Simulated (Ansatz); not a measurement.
Start from `[NH2][In]([OH])[Br]` and change one atom or group to get `C[O][In]([OH])[Br]`.

Ansatz, PBE0-D4/def2-TZVP geometries, multiplicity 1. Each molecule was computed in one conformer, which needn't be the lowest.

Elements past krypton have def2 core potentials. Scalar relativity is left out up to krypton.

```csv
property,`[NH2][In]([OH])[Br]`
HOMO–LUMO gap (B3LYP/def2-TZVPP) / eV,5.46
size of the dipole moment (PBE/def2-TZVPP) / D,1.64
HOMO energy (PBE0/def2-TZVPP) / eV,-7.83
HOMO energy (PBE/def2-TZVPP) / eV,-6.44
LUMO energy (ωB97M-V/def2-TZVPP) / eV,0.05
size of the dipole moment (ωB97M-V/def2-TZVPP) / D,1.63
```

Question: Give the same properties after the change, and the shifts. (Estimate.)

Answer: Ansatz gave: 
```tsv
property	`C[O][In]([OH])[Br]`	shift
HOMO–LUMO gap (B3LYP/def2-TZVPP) / eV	5.14	-0.32
size of the dipole moment (PBE/def2-TZVPP) / D	1.56	-0.08
HOMO energy (PBE0/def2-TZVPP) / eV	-7.93	-0.10
HOMO energy (PBE/def2-TZVPP) / eV	-6.41	0.03
LUMO energy (ωB97M-V/def2-TZVPP) / eV	-0.34	-0.39
size of the dipole moment (ωB97M-V/def2-TZVPP) / D	1.48	-0.15
```

With PBE0 the HOMO falls by 0.10 eV and the LUMO falls by 0.45 eV, so the gap narrows by about 0.35 eV. PBE moves the HOMO by 0.03 eV and ωB97M-V by -0.16 eV. Dipoles are sizes alone; their direction can turn.

B3LYP here is the variant with VWN-RPA as its local correlation; programs differ in this.

Spin–orbit coupling is left out; it splits and shifts lone-pair levels of the heavy atoms by tenths of an eV.
